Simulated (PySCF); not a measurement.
Species: C₃H₁₂Ge₂Si.
SMILES with atom numbers: `[CH2:1]=[CH:2][GeH2:3][Ge@@H:4]([CH3:5])[SiH3:6]` (hydrogens: H7, H8 on C1; H9 on C2; H10, H11 on Ge3; H12 on Ge4; H13, H14, H15 on C5; H16, H17, H18 on Si6)

Cartesian coordinates in Å at the PBE0-D3(BJ)/def2-SVP level; atoms count from 1:
```xyz
18
C3H12Ge2Si angstrom
C      3.229    1.058   -0.747
C      2.142    1.064    0.028
Ge     1.255   -0.544    0.663
Ge    -0.941   -0.723   -0.367
C     -2.074   -2.026    0.570
Si    -1.921    1.450   -0.320
H      3.716    0.126   -1.058
H      3.688    1.986   -1.107
H      1.696    2.028    0.305
H      1.070   -0.465    2.195
H      2.147   -1.759    0.332
H     -0.770   -1.154   -1.843
H     -1.613   -3.025    0.543
H     -3.065   -2.082    0.097
H     -2.201   -1.727    1.621
H     -1.123    2.393   -1.163
H     -1.929    1.970    1.084
H     -3.332    1.438   -0.821
```

Level: PBE0/def2-SVPD in PySCF, non-relativistic, on one gas-phase PBE0-D3(BJ)/def2-SVP geometry that isn't relaxed in the solvent. The solvent is an IEF-PCM continuum (Bondi radii, 1.10 Å for H, scaled by 1.2), and excitations are vertical TDDFT with non-equilibrium linear response and a frozen core. The model holds no explicit solvent molecules, cavitation or dispersion. Spin–orbit coupling is left out although an atom past zinc is present.

Gas-phase singlets (H = HOMO, L = LUMO):

```tsv
state	E (eV)	λ (nm)	f	leading configuration
S1	5.921	209	0.118	H→L 83%
S2	6.189	200	0.189	H→L+1 83%
S3	6.391	194	0.030	H→L+2 90%
S4	6.509	190	0.026	H-2→L 40%
S5	6.804	182	0.028	H→L+3 48%
```

Q: How does the list change in chloroform (ε = 4.711)?

A: 
```json
{"state": "S1", "E (eV)": "5.867", "λ (nm)": "211", "f": "0.212", "leading configuration": "H→L 89%", "change by rank (eV)": "-0.054"}
{"state": "S2", "E (eV)": "6.148", "λ (nm)": "202", "f": "0.321", "leading configuration": "H→L+1 91%", "change by rank (eV)": "-0.041"}
{"state": "S3", "E (eV)": "6.401", "λ (nm)": "194", "f": "0.030", "leading configuration": "H→L+2 93%", "change by rank (eV)": "+0.010"}
{"state": "S4", "E (eV)": "6.467", "λ (nm)": "192", "f": "0.028", "leading configuration": "H-1→L 43%", "change by rank (eV)": "-0.042"}
{"state": "S5", "E (eV)": "6.766", "λ (nm)": "183", "f": "0.118", "leading configuration": "H→L+3 52%", "change by rank (eV)": "-0.038"}
```

Q: The ground-state energy changes by -0.050 eV from gas to chloroform. By how much does the total energy of gas-phase S1 change?

A: E(S1) = E(S0) + excitation energy, so it changes by -0.050 − 0.054 = -0.104 eV: it is lowered more than the ground state, which is what a red shift means. This is the vertical state, with the slow part of the continuum still set for S0.

Q: How do the frontier levels move from gas to chloroform?

A: 
| orbital | gas (eV) | solvent (eV) | change (eV) |
| --- | --- | --- | --- |
| LUMO+2 | 0.22 | 0.34 | +0.12 |
| LUMO+1 | -0.09 | 0.00 | +0.09 |
| LUMO | -0.44 | -0.37 | +0.07 |
| HOMO | -7.23 | -7.15 | +0.08 |
| HOMO-1 | -7.96 | -7.88 | +0.08 |
| HOMO-2 | -8.37 | -8.29 | +0.08 |
| HOMO-3 | -8.85 | -8.76 | +0.09 |

The HOMO–LUMO gap goes from 6.79 to 6.78 eV.
